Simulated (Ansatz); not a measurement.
System: CrH, charge 0, multiplicity 6. The spin state was set by rule; other spins were not relaxed. 
Geometry from a B3LYP-D3(BJ)/def2-TZVP (Ansatz, a program for electronic structure) optimisation:
SMILES: [CrH]
```xyz
2

Cr     0.0000     0.0000    -0.0665
H      0.0000     0.0000     1.5960
```
Charge 0, spin multiplicity 6.

Parts of the frozen-core correlation energy in def2-SVP (Ansatz, hartree). Frozen orbitals: 9; correlated occupied orbitals by spin: 6 and 1; virtual: 21 and 26. Open shells are spin-unrestricted. Spin-orbit coupling is left out. Non-relativistic.

| term | value |
|---|---|
| reference (HF) | -1043.73169 |
| MP2 opposite-spin | … |
| MP2 same-spin | … |
| CCSD correlation | … |
| (T) | -0.00252 |
| CCSDT minus CCSD(T) | -0.00072 |
| CCSDT(Q) minus CCSD(T) | -0.00074 |
| T1 diagnostic | 0.029 |
| largest doubles amplitude | 0.054 |
| <S^2> of the reference | 8.861 |

Question: Complete the blanks.

Answer: 
- MP2 opposite-spin, value: -0.02445
- MP2 same-spin, value: -0.05644
- CCSD correlation, value: -0.09640
